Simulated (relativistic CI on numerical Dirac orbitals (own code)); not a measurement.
Au²⁺: O2,3 absorption edge

Computed with this model: Dirac-Coulomb-Breit CI, separate exchange-only KLI orbitals for each configuration, QED by a radiative potential, multiplet model of core-to-valence dipole absorption, unscaled Slater integrals; configurations [Xe] 4f14 5d9 → [Kr] 4d10 4f14 5s2 5p5 5d10; 80 K; Lorentzian 1 eV and Gaussian 0.3 eV FWHM. Energies are those of the free ion, without screening or charge transfer. The branching ratio is the share of the lower-energy edge in the whole absorption, uncertain by about 0.02 where the edges overlap. S is read from ⟨S²⟩ = S(S + 1).

Field parameters in Wybourne normalisation: D3d B²₀ = −7Dσ, B⁴₀ = −14Dq − 21Dτ, B⁴₃ = −14√(10/7) Dq. The field is a parameter set, without covalency.

free ion: ground-state S = 0.50, centroid 56.34 eV. Peaks (eV, height): 56.2 (100).

D3d, 10Dq = 22000, Dσ = -1200, Dτ = 110 cm⁻¹: ground-state S = 0.50, centroid 59.64 eV. Peaks (eV, height): 57.8 (100), 74.0 (15).

D3d, 10Dq = 22000, Dσ = 170, Dτ = 110 cm⁻¹: ground-state S = 0.50, centroid 59.79 eV. Peaks (eV, height): 57.5 (100), 74.0 (16).

Strongest unbroadened transitions for free ion:

```csv
Energy (eV),Relative strength
56.34,100.0
```
